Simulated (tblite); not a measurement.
A geometry optimisation, step by step.

Species: C3H13ClGeSi2.
Numbering: `[CH3:1][CH2:2][Si@H:3]([CH2:4][GeH3:5])[SiH2:6][Cl:7]` (hydrogens: H8, H9, H10 on C1; H11, H12 on C2; H13 on Si3; H14, H15 on C4; H16, H17, H18 on Ge5; H19, H20 on Si6)

Computed with GFN2-xTB (tblite), gas phase: L-BFGS steps from a force-field or distance-geometry start until the largest atomic force falls under 0.01 eV/Å. 6 of its 234 geometries are shown.

Step 0: E = -625.2533 eV, largest atomic force 1.657 eV/Å
```
atom  x, y, z in Å  |  force x, y, z in eV/Å
C1      2.725   -0.659    0.496   -0.380  -0.417   0.631
C2      1.780    0.108   -0.432    1.454  -0.245  -0.755
Si3     0.054    0.194    0.233   -0.621  -0.370   0.567
C4     -1.061   -0.532   -1.088   -0.025  -0.786  -0.457
Ge5    -2.555   -1.446   -0.228   -0.938  -0.179   0.321
Si6    -0.493    2.352    0.536   -0.400   0.935   0.552
Cl7    -1.991    2.596    1.958    0.669   0.020  -0.611
H8      2.229   -0.790    1.489    0.789   0.166  -0.617
H9      2.913   -1.683    0.111    0.172   0.783   0.273
H10     3.634   -0.061    0.594    0.016  -0.670   0.216
H11     1.810   -0.414   -1.402   -0.063   0.453   0.150
H12     2.227    1.107   -0.582   -0.424  -0.359  -0.111
H13    -0.067   -0.577    1.489    0.107  -0.136  -0.075
H14    -1.455    0.258   -1.729    0.204  -0.276  -0.147
H15    -0.516   -1.302   -1.676   -0.360   0.690   0.059
H16    -3.901   -0.998   -0.853    0.465  -0.268   0.265
H17    -2.475   -2.977   -0.345   -0.041   0.498   0.052
H18    -2.624   -1.097    1.268   -0.073  -0.191  -0.511
H19    -0.993    2.856   -0.753   -0.014   0.266   0.226
H20     0.755    3.074    0.911   -0.536   0.085  -0.026
```

Step 47: E = -625.7930 eV, largest atomic force 0.105 eV/Å
```
atom  x, y, z in Å  |  force x, y, z in eV/Å
C1      2.833   -0.653    0.471    0.087  -0.052   0.028
C2      1.909    0.163   -0.426    0.069  -0.047  -0.001
Si3     0.103    0.157    0.212   -0.034   0.002   0.048
C4     -1.089   -0.653   -1.048    0.024   0.000  -0.003
Ge5    -2.722   -1.433   -0.258   -0.007   0.013  -0.002
Si6    -0.535    2.364    0.568    0.023   0.004  -0.006
Cl7    -2.038    2.392    1.919   -0.043   0.048   0.020
H8      2.826   -0.258    1.484   -0.017  -0.009  -0.020
H9      2.521   -1.695    0.512   -0.030   0.042  -0.013
H10     3.860   -0.627    0.109   -0.009   0.022  -0.035
H11     1.968   -0.225   -1.444   -0.003  -0.013  -0.001
H12     2.285    1.187   -0.463   -0.019  -0.012  -0.040
H13     0.113   -0.680    1.433   -0.052   0.014  -0.030
H14    -1.397    0.106   -1.768    0.028  -0.035  -0.039
H15    -0.586   -1.437   -1.615    0.015   0.034   0.002
H16    -3.931   -1.107   -1.082    0.008   0.010   0.011
H17    -2.645   -2.928   -0.211    0.026   0.010   0.029
H18    -2.982   -0.959    1.134   -0.003   0.019  -0.011
H19    -1.032    3.071   -0.620   -0.030  -0.030   0.017
H20     0.532    3.225    1.089   -0.033  -0.020   0.046
```

Step 93: E = -625.8334 eV, largest atomic force 0.059 eV/Å
```
atom  x, y, z in Å  |  force x, y, z in eV/Å
C1      2.893   -0.639    0.396    0.032   0.019   0.005
C2      1.910    0.107   -0.498    0.004  -0.008   0.021
Si3     0.144    0.143    0.248   -0.005  -0.039   0.017
C4     -1.023   -0.674   -1.023   -0.026  -0.002  -0.010
Ge5    -2.739   -1.288   -0.273    0.021   0.015  -0.051
Si6    -0.597    2.300    0.707   -0.004   0.054   0.010
Cl7    -2.242    2.199    1.888   -0.003   0.005   0.009
H8      2.953   -0.163    1.371    0.015  -0.008   0.016
H9      2.576   -1.670    0.539    0.006   0.024  -0.006
H10     3.890   -0.646   -0.042    0.003  -0.007  -0.003
H11     1.891   -0.376   -1.475    0.008   0.012  -0.014
H12     2.283    1.119   -0.661   -0.013   0.011   0.003
H13     0.166   -0.726    1.446   -0.008   0.003   0.003
H14    -1.234    0.037   -1.822   -0.002   0.009  -0.015
H15    -0.535   -1.528   -1.493    0.005  -0.015  -0.013
H16    -3.802   -1.248   -1.331   -0.019  -0.020   0.047
H17    -2.646   -2.705    0.197    0.004  -0.008   0.012
H18    -3.187   -0.464    0.882   -0.050   0.012  -0.010
H19    -1.032    3.046   -0.480    0.019  -0.006   0.002
H20     0.327    3.188    1.421    0.012  -0.053  -0.022
```

Step 140: E = -625.8969 eV, largest atomic force 0.065 eV/Å
```
atom  x, y, z in Å  |  force x, y, z in eV/Å
C1      2.966   -0.459    0.324    0.017  -0.010   0.020
C2      1.866    0.064   -0.588    0.009   0.000  -0.009
Si3     0.141    0.004    0.242   -0.004   0.012  -0.017
C4     -1.059   -0.750   -1.038    0.030   0.001  -0.013
Ge5    -2.866   -1.122   -0.362   -0.041   0.025   0.021
Si6    -0.494    2.125    0.953   -0.043  -0.031  -0.038
Cl7    -2.265    1.955    1.925   -0.030  -0.014   0.003
H8      3.012    0.131    1.236    0.027  -0.014   0.009
H9      2.775   -1.495    0.597    0.016   0.042  -0.004
H10     3.938   -0.411   -0.167   -0.012   0.007   0.018
H11     1.866   -0.520   -1.509   -0.001  -0.002   0.011
H12     2.107    1.089   -0.873    0.001  -0.001  -0.021
H13     0.209   -0.949    1.370    0.009  -0.045   0.006
H14    -1.133   -0.088   -1.903   -0.030  -0.008  -0.008
H15    -0.637   -1.688   -1.405   -0.018  -0.003  -0.006
H16    -3.611   -2.013   -1.319    0.017   0.032   0.014
H17    -2.817   -1.850    0.944   -0.013   0.049  -0.015
H18    -3.682    0.119   -0.198    0.034  -0.049   0.014
H19    -0.734    3.088   -0.129    0.018   0.009   0.017
H20     0.413    2.778    1.898    0.015   0.001  -0.005
```

Step 186: E = -625.9523 eV, largest atomic force 0.178 eV/Å
```
atom  x, y, z in Å  |  force x, y, z in eV/Å
C1      3.044   -0.141    0.299   -0.068  -0.043  -0.020
C2      1.861   -0.101   -0.665    0.082   0.046  -0.045
Si3     0.179   -0.221    0.233   -0.010   0.004  -0.033
C4     -1.115   -0.799   -1.050    0.079   0.009  -0.027
Ge5    -2.968   -0.887   -0.388   -0.053  -0.049   0.083
Si6    -0.398    1.845    1.134   -0.050   0.084  -0.021
Cl7    -2.366    1.718    1.664    0.094   0.017  -0.036
H8      2.963    0.653    1.041   -0.036  -0.048  -0.043
H9      3.075   -1.096    0.823    0.014   0.112  -0.053
H10     3.985   -0.005   -0.233   -0.024  -0.057   0.009
H11     1.946   -0.918   -1.389    0.093   0.106   0.108
H12     1.915    0.830   -1.239   -0.038  -0.121   0.028
H13     0.294   -1.294    1.246   -0.023  -0.002   0.000
H14    -1.080   -0.151   -1.926   -0.033   0.052   0.002
H15    -0.848   -1.794   -1.411    0.007  -0.006   0.052
H16    -3.694   -1.989   -1.109   -0.011   0.013  -0.018
H17    -3.013   -1.244    1.062   -0.025  -0.003  -0.012
H18    -3.762    0.356   -0.616    0.038  -0.005  -0.014
H19    -0.316    2.957    0.168   -0.010  -0.068   0.118
H20     0.293    2.292    2.350   -0.026  -0.039  -0.078
```

Step 233: E = -625.9790 eV, largest atomic force 0.010 eV/Å
```
atom  x, y, z in Å  |  force x, y, z in eV/Å
C1      2.997    0.108    0.265   -0.004  -0.002  -0.006
C2      1.860   -0.230   -0.688    0.005  -0.005   0.002
Si3     0.176   -0.320    0.207    0.002  -0.002   0.005
C4     -1.151   -0.836   -1.062   -0.004   0.003   0.001
Ge5    -3.014   -0.850   -0.406    0.000  -0.005  -0.005
Si6    -0.286    1.717    1.226   -0.002   0.004  -0.001
Cl7    -2.302    1.811    1.486    0.004  -0.001   0.001
H8      2.825    1.071    0.742    0.004  -0.003   0.002
H9      3.076   -0.646    1.044    0.002   0.005   0.008
H10     3.949    0.152   -0.261    0.001   0.002   0.002
H11     2.077   -1.183   -1.172    0.000  -0.006  -0.006
H12     1.830    0.517   -1.483   -0.007  -0.003   0.002
H13     0.261   -1.418    1.199   -0.002   0.006  -0.006
H14    -1.108   -0.182   -1.934    0.003   0.005  -0.004
H15    -0.922   -1.839   -1.423   -0.003   0.004  -0.002
H16    -3.776   -1.925   -1.132    0.002   0.000   0.001
H17    -3.115   -1.175    1.048    0.004   0.004   0.001
H18    -3.737    0.424   -0.687   -0.003  -0.004   0.002
H19     0.067    2.922    0.466   -0.002  -0.006   0.003
H20     0.287    1.892    2.563   -0.002   0.004  -0.001
```

**Question.** Summarise the path.

**Answer.** The energy falls by 16.74 kcal/mol from step 0 to step 233; nine tenths of that is first reached at step 151. It rises by more than 0.2 meV at step 44. The largest force goes from 1.657 to 0.010 eV/Å. Among the bonds Si3–Si6 changes most, from 2.246 to 2.324 Å; the atoms move by 1.335 Å rms after alignment.

**Question.** Follow the three bonds and two angles with the largest change from start to end.

**Answer.** 
```
step  E above end (kcal/mol)  largest force (eV/Å)  Si3–Si6 (Å)  C2–Si3 (Å)  Ge5–H18 (Å)  Si3–Si6–H19 (°)  Si3–Si6–H20 (°)
   0                   16.74                 1.657        2.246       1.852        1.538            107.1            107.2
  10                    7.78                 0.268        2.320       1.916        1.501            113.0            113.1
  20                    6.76                 0.124        2.338       1.917        1.495            113.4            114.0
  30                    5.98                 0.275        2.328       1.920        1.491            114.5            113.4
  41                    4.74                 0.141        2.326       1.920        1.491            116.5            114.3
  51                    4.12                 0.080        2.323       1.921        1.491            114.1            114.6
  61                    3.92                 0.051        2.328       1.919        1.492            112.9            114.2
  71                    3.77                 0.099        2.332       1.919        1.492            114.6            114.2
  81                    3.58                 0.059        2.329       1.918        1.492            115.4            114.5
  91                    3.39                 0.074        2.328       1.918        1.489            114.7            116.9
 101                    3.14                 0.097        2.329       1.921        1.492            111.8            116.3
 111                    2.69                 0.113        2.320       1.921        1.488            113.2            114.4
 122                    2.39                 0.064        2.325       1.917        1.492            113.6            114.4
 132                    2.11                 0.089        2.328       1.920        1.488            113.3            116.1
 142                    1.86                 0.080        2.323       1.916        1.494            115.4            115.4
 152                    1.61                 0.125        2.322       1.913        1.495            117.5            113.8
 162                    1.07                 0.065        2.321       1.913        1.493            116.1            115.8
 172                    0.97                 0.041        2.327       1.914        1.491            115.7            117.1
 182                    0.78                 0.085        2.329       1.914        1.493            114.5            117.8
 192                    0.36                 0.081        2.322       1.909        1.494            114.9            117.6
 203                    0.12                 0.040        2.322       1.911        1.491            115.3            116.6
 213                    0.05                 0.042        2.324       1.911        1.492            116.5            115.6
 223                    0.02                 0.028        2.323       1.911        1.491            116.3            115.5
 233                    0.00                 0.010        2.324       1.910        1.491            116.5            115.3
```

What follows is the cost of the whole relaxation. Time: 5.5 s of wall time. Hardware: one thread of an Intel Xeon, no GPU, on a shared host.
